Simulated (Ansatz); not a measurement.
Ta2O4⁺: single points at one geometry.

```yaml
crystal:
  periodic: [false, false, false]
  atoms:
    - {symbol: Ta, position_ang: [-0.279662, -0.092857, 1.307931]}
    - {symbol: Ta, position_ang: [0.642625, 0.920856, -1.242693]}
    - {symbol: O, position_ang: [1.345147, -0.044044, 0.406649]}
    - {symbol: O, position_ang: [0.396450, -0.146809, -2.546280]}
    - {symbol: O, position_ang: [-1.124534, -1.645106, 2.089972]}
    - {symbol: O, position_ang: [-0.980039, 1.007961, -0.015579]}
basis:
  gaussian: {orbitals: def2-TZVP, initial_orbitals: start.molden}
total_charge: 1
magnetization: {spin_polarized: true, initial_magnetization: 3}
hamiltonian: {xc: pbe, dispersion: d4}
scf: {omitted_lower_state_checks: [starts]}
output: {orbitals: {seedname: orbitals}}
```

The file start.molden holds the orbitals of an earlier run on this structure, at another level or in another basis.

```sh
$ ansatz run in.yaml --threads 4 --pin off --events-out ev --progress --plain --max-ram 4787MiB
```

Output, abridged:

```
Functional definition: PBE
1278 factors; their error is unknown
mean field evaluation 1: about -11284.1401 eV, gradient 8.3e0 eV
mean field evaluation 2: about -11284.4204 eV, gradient 5.7e-1 eV
mean field evaluation 4: about -11284.4138 eV, gradient 1.4e-1 eV
mean field evaluation 8: about -11284.4140 eV, gradient 2.9e-5 eV
mean field -11284.41396953 eV, -414.6945645296 hartree, gradient 4.7e-6 eV, S^2 3.756571; 0 other end points of the search recorded, 0 dependent functions left out
reference -11284.41402505 eV, -414.6945665699 hartree; 30, 27 occupied and 174, 177 virtual orbitals, 1278 factors
Total energy: -11284.59241563 eV, -414.7011223030 hartree
Checks for a lower state left out: starts
```

Hardware: 4 threads of Arm Neoverse V2 on a shared host. Wall time 11 s, peak host memory 0.56 GiB.

The first input with `correlation: {method: mp2}` and without the key `hamiltonian` (abridged; 8.5 s):

```
Functional definition: HF
mean field -11218.54200847 eV, -412.2738146105 hartree, gradient 3.2e-6 eV, S^2 3.772807
4 core orbitals not correlated: weight in the atoms' cores, before any rotation towards them, 1.000 or more for the frozen orbitals, at most 0.000 for the correlated occupied ones
second order -41.68493100 eV of doubles, -0.00000000 eV of singles
Total energy: -11260.22693947 eV, -413.8057075695 hartree
Checks for a lower state left out: starts
```

As the first input, with `hamiltonian: {xc: {name: revPBE}, dispersion: d4}` (abridged; 11 s):

```
Functional definition: revPBE
mean field -11291.80724747 eV, -414.9662624828 hartree, gradient 8.8e-6 eV, S^2 3.757150
Total energy: -11292.21270970 eV, -414.9811629448 hartree
Checks for a lower state left out: starts
```

First input, but with `gaussian: {orbitals: def2-SVP, initial_orbitals: start.molden}`, `hamiltonian: {xc: {text: "exchange = 0.90*pbe_x + 0.10*exact_x\ncorrelation = pbe_c"}}` (abridged; 5.5 s):

```
Functional definition: unnamed
mean field -11272.35981546 eV, -414.2515825381 hartree, gradient 7.3e-6 eV, S^2 3.757394
Total energy: -11272.35986963 eV, -414.2515845291 hartree
Checks for a lower state left out: starts
```

First input, but with `gaussian: {orbitals: def2-SVP, initial_orbitals: start.molden}`, `hamiltonian: {xc: {text: "exchange = 0.85*pbe_x + 0.15*exact_x\ncorrelation = pbe_c"}}` (abridged; 5.5 s):

```
Functional definition: unnamed
mean field evaluation 16: about -11271.6525 eV, gradient 8.2e-6 eV
mean field -11271.65246781 eV, -414.2255879916 hartree, gradient 5.7e-6 eV, S^2 3.757776
Total energy: -11271.65251919 eV, -414.2255898799 hartree
Checks for a lower state left out: starts
```

The first input with `hamiltonian: {xc: r2scan, dispersion: d4}` (abridged; 27 s):

```
Functional definition: r2SCAN
mean field evaluation 16: about -11288.7276 eV, gradient 9.1e-6 eV
mean field -11288.72757206 eV, -414.8530864988 hartree, gradient 9.1e-6 eV, S^2 3.759961
Total energy: -11288.76661019 eV, -414.8545211235 hartree
Checks for a lower state left out: starts
```

As the first input, with `hamiltonian: {xc: pbe0, dispersion: d4}` (abridged; 17 s):

```
Functional definition: PBE0
mean field -11281.07419307 eV, -414.5718300088 hartree, gradient 7.3e-6 eV, S^2 3.758443
Total energy: -11281.22695262 eV, -414.5774438184 hartree
Checks for a lower state left out: starts
```

Geometry: r2SCAN-D4/def2-SVP.

In the def2 sets Ta takes a core potential; there is no spin–orbit coupling. Correlated methods freeze 4 core orbitals; core or outer-core shells of Ta are correlated, in sets that lack core-valence functions. At PBE0-D4/def2-TZVP a doublet of charge 1 lies 2.73 eV below the quartet, each at its own geometry. The structure comes from a short search, and lower isomers may exist.
